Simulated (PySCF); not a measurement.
**How the method changes the constants of CsC**

State: ⁴Σ⁻ (quartet), unpaired electrons σ ↑, π ↑↑. Set-up: Cs x2c-TZVPPall, C x2c-TZVPPall; spin-free X2C with a Gaussian nucleus (PySCF 2.14). De refers to Cs + C in their high-spin ground configurations, without counterpoise correction. The functionals are run spin-unrestricted. A positive dipole means Cs(−)C(+).

```tsv
Level	Re (Å)	ωe (cm⁻¹)	De (eV)	μ (D)	CPU s a point (SCF and correlation, without the integrals)
UHF	2.834	298	1.61	-10.40	3.3
UHF-MP2	2.691	310	2.30	n/a	6.1
UHF-SCS-MP2	2.713	308	2.05	n/a	n/a
UHF-CCSD	2.720	305	2.16	n/a	n/a
UHF-CCSD(T)	2.710	306	2.21	n/a	320
LDA	2.650	322	2.88	-7.81	1.9
PBE	2.713	299	2.55	-8.05	2.6
TPSS	2.724	305	2.60	-8.41	3.8
r²SCAN	2.728	303	2.60	-8.77	3.8
PBE0	2.708	311	2.45	-8.73	6.6
B97-3	2.737	301	2.38	-9.12	4
CAM-B3LYP	2.740	307	2.25	-9.26	15
B2PLYP	2.727	305	2.16	-9.33	6.2
```

The bond length runs from 2.650 Å (LDA) to 2.834 Å (UHF). De spans 1.61 eV (UHF, mean field) to 2.88 eV (LDA, local density). Correlation at CCSD(T) changes the Hartree–Fock bond energy by +0.60 eV; the triples alone change it by +0.05 eV.

Correlated steps freeze 19 core orbitals. Spin–orbit coupling is left out, which matters for elements this heavy, above all for dissociation energies. B2PLYP dipoles, levels and charges come from its SCF part alone. The state was picked by a PBE0 search and need not be the measured ground state.

The whole job (state search and all levels along the bond) took about 30 min on 2 threads of Arm Neoverse V1 (shared host), peak memory 6 GiB.
